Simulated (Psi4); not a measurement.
H$_{3}$BeBrOSi, singlet, geometry from GFN2-xTB (such geometries of metal compounds can be far from the true shape); HF/cc-pVTZ in Psi4 1.11.

Input for Psi4:
```
memory 2 GB

molecule mol {
0 1
  Be   -0.058161   -0.079716   -0.025593
  Br    1.025452    0.412674    1.510553
  O    -0.813235   -0.366314   -1.156289
  Si   -1.678963   -0.647164   -2.503626
  H    -3.060670   -0.787965   -2.052235
  H    -1.124566   -1.873800   -3.069932
  H    -1.461575    0.527840   -3.343734
}

set basis cc-pvtz
set reference rhf

energy('scf')
print_variables()
```

**Question.** Write the output that Psi4 gives for this input, abridged.

**Answer.** 
```
   => Loading Basis Set <=

    Name: CC-PVTZ
    Role: ORBITAL
    Keyword: BASIS

         ---------------------------------------------------------
                                   SCF
               by Justin Turney, Rob Parrish, Andy Simmonett
                          and Daniel G. A. Smith
                              RHF Reference
         ---------------------------------------------------------

  ==> Geometry <==

    Molecular point group: c1
    Full point group: C1

    Geometry (in Angstrom), charge = 0, multiplicity = 1:

       Center              X                  Y                   Z               Mass
    ------------   -----------------  -----------------  -----------------  -----------------
         BE          -0.167346634953    -0.122211100471    -0.187971324755     9.012183065000
         BR           0.916266365047     0.370178899529     1.348174675245    78.918337600000
         O           -0.922420634953    -0.408809100471    -1.318667324755    15.994914619570
         SI          -1.788148634953    -0.689659100471    -2.666004324755    27.976926534650
         H           -3.169855634953    -0.830460100471    -2.214613324755     1.007825032230
         H           -1.233751634953    -1.916295100471    -3.232310324755     1.007825032230
         H           -1.570760634953     0.485344899529    -3.506112324755     1.007825032230

  Running in c1 symmetry.

  Rotational constants: A =      2.75139  B =      0.02762  C =      0.02761 [cm^-1]
  Rotational constants: A =  82484.57841  B =    827.89081  C =    827.73210 [MHz]
  Nuclear repulsion =  226.231872479897334

  Charge       = 0
  Multiplicity = 1
  Electrons    = 64
  Nalpha       = 32
  Nbeta        = 32

  ==> Algorithm <==

  SCF Algorithm Type is DF.
  DIIS enabled.
  MOM disabled.
  Fractional occupation disabled.
  Guess Type is SAD.
  Energy threshold   = 1.00e-06
  Density threshold  = 1.00e-06
  Integral threshold = 1.00e-12

  ==> Primary Basis <==

  Basis Set: CC-PVTZ
    Blend: CC-PVTZ
    Number of shells: 65
    Number of basis functions: 179
    Number of Cartesian functions: 203
    Spherical Harmonics?: true
    Max angular momentum: 3

   => Loading Basis Set <=

    Name: (CC-PVTZ AUX)
    Role: JKFIT
    Keyword: DF_BASIS_SCF

  ==> Integral Setup <==

  SCF_SUBTYPE=INCORE selected. In-core MEM_DF algorithm will be used.
  Using in-core AOs.

  ==> MemDFJK: Density-Fitted J/K Matrices <==

    J tasked:                   Yes
    K tasked:                   Yes
    wK tasked:                   No
    Algorithm:                 Core
    Schwarz Cutoff:           1E-12
    Mask sparsity (%):       5.7052
    Fitting Condition:        1E-10

   => Auxiliary Basis Set <=

  Basis Set: (CC-PVTZ AUX)
    Blend: CC-PVTZ-JKFIT + DEF2-UNIVERSAL-JKFIT
    Number of shells: 160
    Number of basis functions: 548
    Number of Cartesian functions: 675
    Spherical Harmonics?: true
    Max angular momentum: 4

  Minimum eigenvalue in the overlap matrix is 7.0007070718E-04.
  Reciprocal condition number of the overlap matrix is 1.1370623656E-04.
    Using symmetric orthogonalization.

  ==> Pre-Iterations <==

  SCF Guess: Superposition of Atomic Densities via on-the-fly atomic UHF (no occupation information).

   -------------------------
    Irrep   Nso     Nmo
   -------------------------
     A        179     179
   -------------------------
    Total     179     179
   -------------------------

  ==> Iterations <==

                           Total Energy        Delta E     RMS |[F,P]|

   @DF-RHF iter SAD: -2950.22225678140285   -2.95022e+03   0.00000e+00
   @DF-RHF iter   1: -2952.56789687457740   -2.34564e+00   6.26007e-03 ADIIS/DIIS
   @DF-RHF iter   2: -2952.78561741489693   -2.17721e-01   3.51744e-03 ADIIS/DIIS
   @DF-RHF iter   3: -2952.87977531218439   -9.41579e-02   3.95361e-04 ADIIS/DIIS
   @DF-RHF iter   4: -2952.88168217030716   -1.90686e-03   1.09321e-04 ADIIS/DIIS
   @DF-RHF iter   5: -2952.88194057039300   -2.58400e-04   1.62354e-05 DIIS
   @DF-RHF iter   6: -2952.88195325181732   -1.26814e-05   4.75922e-06 DIIS
   @DF-RHF iter   7: -2952.88195418854366   -9.36726e-07   1.39472e-06 DIIS
   @DF-RHF iter   8: -2952.88195427091114   -8.23675e-08   3.76308e-07 DIIS
  Energy and wave function converged.

  ==> Post-Iterations <==

    Orbital Energies [Eh]
    ---------------------

    Doubly Occupied:

[...]
    Virtual:

[...]
    Final Occupation by Irrep:
              A
    DOCC [    32 ]
    NA   [    32 ]
    NB   [    32 ]

  @DF-RHF Final Energy: -2952.88195427091114

   => Energetics <=

    Nuclear Repulsion Energy =            226.2318724798973335
    One-Electron Energy =               -4560.8288624428132607
    Two-Electron Energy =                1381.7150356920051308
    Total Energy =                      -2952.8819542709111374

Computation Completed

Properties will be evaluated at   0.000000,   0.000000,   0.000000 [a0]

Properties computed using the SCF density matrix

 Multipole Moments:

 ------------------------------------------------------------------------------------
     Multipole            Electronic (a.u.)      Nuclear  (a.u.)        Total (a.u.)
 ------------------------------------------------------------------------------------

 L = 1.  Multiply by 2.5417464519 to convert [e a0] to [Debye]
 Dipole X            :         12.8414705          -13.2051749           -0.3637045
 Dipole Y            :          4.9559585           -5.1394757           -0.1835172
 Dipole Z            :         19.1423096          -19.6384247           -0.4961151
 Magnitude           :                                                    0.6419421

 ------------------------------------------------------------------------------------

  Variable Map:
  ----------------------------------------------------------------------------
[...]
  Array Variable Map:
  ----------------------------------------------------------------------------
[...]
[...]
```
